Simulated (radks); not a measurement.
Spherical quantum dot in the effective-mass picture: electrons in a parabolic well V = omega^2 r^2 / 2 with omega = 0.408, all in effective atomic units (hartree* = m*/eps^2 hartree, bohr* = eps/m* bohr), one dielectric constant everywhere. Method: non-relativistic Kohn-Sham, LDA (Slater exchange, Perdew-Wang correlation), spin-polarised, spherical densities; computed with a radial shooting solver with Libxc functionals. Levels are named by radial order and angular momentum (1s, 1p, 1d, 2s, ...), and open shells are averaged over m. Results are scaled to m* = 0.152 and eps = 13.9, for which hartree* = 21.41 meV and bohr* = 4.839 nm. Each electron was tried in the lowest free levels, single moves between levels near the top were tried too, and the lowest total energy was kept; such a search can miss a lower state. At N = 1 the Hartree and exchange-correlation terms need not cancel, so that row can carry a self-interaction error.

N	open shells	2S	E (meV)	addition energy mu(N+1) - mu(N) (meV)	e(HOMO) (meV)	rms radius (nm)
1	1s(up 1, down 0)	1	13.4468	9.337	17.229	9.382
2	none	0	36.2306	13.73	26.379	10.25
3	1p(up 1, down 0)	1	72.7406	6.081	39.543	11.65
4	1p(up 2, down 0)	2	115.331	6.035	45.627	12.51
5	1p(up 3, down 0)	3	163.956	7.257	51.600	13.18
6	1p(up 3, down 1)	2	219.839	5.418	58.591	13.79
7	1p(up 3, down 2)	1	281.140	5.380	64.003	14.31
8	none	0	347.821	10.34	69.344	14.79
9	1d(up 1, down 0)	1	424.843	4.782	79.420	15.37
10	1d(up 2, down 0)	2	506.647	4.729	84.178	15.88
11	1d(up 3, down 0)	3	593.179	4.668	88.877	16.33
12	1d(up 4, down 0)	4	684.380	4.603	93.513	16.75
13	1d(up 5, down 0)	5	780.184	5.598	98.084	17.14
14	1d(up 5, down 1)	4	881.586	4.347	103.58	17.51
15	1d(up 5, down 2)	3	987.335	4.311	107.91	17.86
16	1d(up 5, down 3)	2	1097.39	4.268	112.20	18.19
17	1d(up 5, down 4)	1	1211.72	4.223	116.45	18.51
18	none	0	1330.27	5.210	120.65	18.81
19	2s(up 1, down 0)	1	1454.03	4.725	125.88	19.11
20	none	0	1582.52	6.501	130.58	19.40
21	1f(up 1, down 0)	1	1717.50	3.865	136.92	19.70
22	1f(up 2, down 0)	2	1856.35	3.834	140.77	20.00
23	1f(up 3, down 0)	3	1999.04	3.802	144.59	20.28
24	1f(up 4, down 0)	4	2145.52	-	148.38	20.55

All shells are closed at N = 2, 8, 18, 20 (there: 1s2 1p6 1d10 2s2); the second difference of the energy has clear peaks (12 % above both neighbours; the first and last values, which can be the largest, are not judged, and half-filled shells can peak too) at N = 2, 5, 8, 13, 20.
